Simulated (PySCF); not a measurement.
Working with the constants of ZnCl⁺

RHF-CCSD(T) constants of ZnCl⁺, ¹Σ⁺ (singlet), closed shell (Zn def2-TZVPPD, Cl def2-TZVPPD; no relativity (PySCF 2.14); masses 63.9291 and 34.9689 u):

| Item | Value |
| --- | --- |
| ωe | 460.6 cm⁻¹ |
| ωexe | 1.78 cm⁻¹ |
| Be | 0.17499 cm⁻¹ |
| αe | 0.000872 cm⁻¹ |
| D (centrifugal) | 1.01e-07 cm⁻¹ |
| De to Zn⁺ + Cl | 2.50 eV |

(1) Estimate the standard entropy (1 bar) and heat capacity of the ideal gas at 1500 K, rigid rotor with B0 and harmonic oscillator at the fundamental.

Correlated steps freeze 10 core orbitals. For an ion De counts to the pair picked by the measured ionisation energies or electron affinities, which need not be the lowest pair at this level. Where the molecule has an RHF reference, its open-shell atoms are computed with UHF.

## Answers

(1) Translation (Sackur–Tetrode, M = 98.90 u): 199.7 J/(mol K). Rotation: q = kT/(σB0) = 5970 with σ = 1, 80.6. Vibration: x = hcν0/kT = 0.438, 15.24. S° = 295.6 J/(mol K); Cp = 7R/2 + 8.18 = 37.3 J/(mol K).
